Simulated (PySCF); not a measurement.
# Krypton: highly charged ions in a basis for the neutral atom

Kr²⁴⁺ [Ne] 3s2, Kr²⁵⁺ [Ne] 3s1. All numbers are calculated (PySCF 2.14, the spin-free X2C one-electron Hamiltonian (Gaussian nucleus), in jorge-DZP-DKH). No spin-orbit coupling, so a gap to NIST mixes the basis error with missing relativistic terms.

Changed run: basis of the neutral atom used for a highly charged ion. This setting is unsound on purpose.

```
species  method  sound run (hartree)  changed run (hartree)  converged
  Kr²⁴⁺     UHF              not run            -2411.45472        yes
  Kr²⁴⁺   M06-L              not run            -2412.02412        yes
  Kr²⁴⁺     LDA              not run            -2408.01371        yes
  Kr²⁵⁺     UHF              not run            -2369.57439        yes
  Kr²⁵⁺   M06-L              not run            -2370.09737        yes
  Kr²⁵⁺     LDA              not run            -2366.01181        yes
```

Ionisation energy of Kr²⁴⁺:

| method | changed run (eV) | NIST (eV) |
| --- | --- | --- |
| UHF | 1139.6 | 1155 ± 1.6 |
| M06-L | 1140.9 | 1155 ± 1.6 |
| LDA | 1142.9 | 1155 ± 1.6 |

The contracted functions were made for the neutral atom and can be too rigid for a highly charged ion.
